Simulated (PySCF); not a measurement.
C₃H₆OSi, SMILES C#C[SiH2]CO. Geometry optimised at TPSSh-D3(BJ)/def2-SVP. The structure was generated by enumeration, and PubChem lists no compound with its InChIKey, so it may never have been made. Other conformers were not sampled.

Computed equilibrium geometry at TPSSh-D3(BJ)/def2-SVP (PySCF confirms it by a frequency run) as Cartesian coordinates in Å (one conformer of several):
```xyz
11

C      1.4955     1.9601     1.0025
C      1.1004     0.8532     0.6751
Si     0.4846    -0.8067     0.1882
C     -1.3576    -0.7228    -0.2628
O     -1.4882     0.0932    -1.4180
H      1.8455     2.9354     1.2873
H      0.6473    -1.7394     1.3378
H      1.2746    -1.3041    -0.9667
H     -1.7280    -1.7572    -0.4292
H     -1.9170    -0.3212     0.6074
H     -2.4312     0.1911    -1.6155
```
Charge 0, spin multiplicity 1.
